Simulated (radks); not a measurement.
Coherent X-ray form factor from a spherical all-electron density. Calculated with a radial shooting solver on a logarithmic mesh with Libxc functionals: scalar-relativistic Kohn-Sham, BLYP, spin-polarised, spherical densities, finite nucleus; Fermi nuclear charge, rms radius of each element as measured or else 0.836 A^(1/3) + 0.57 fm.

sin(theta)/lambda (1/angstrom),f0 (electrons)
0.05,58.676
0.1,57.727
0.15,56.221
0.2,54.261
0.25,51.964
0.3,49.454
0.4,44.213
0.5,39.181
0.6,34.674
0.8,27.502
1,22.521
1.25,18.560
1.5,16.079
2,12.563

The species is in the configuration that NIST lists as its ground one. Which atom or ion scatters so?

Answer. The erbium ion Er9+, [Kr] 4d10 4f10 5s2 5p1. Extrapolating in s^2 from the first two rows gives f0(0) = 59.0, near the electron count 59; among species with that count, the fall with angle is slower the higher Z, and the table is that of Z = 68; from so few rows the species is fixed only to a neighbour or two.
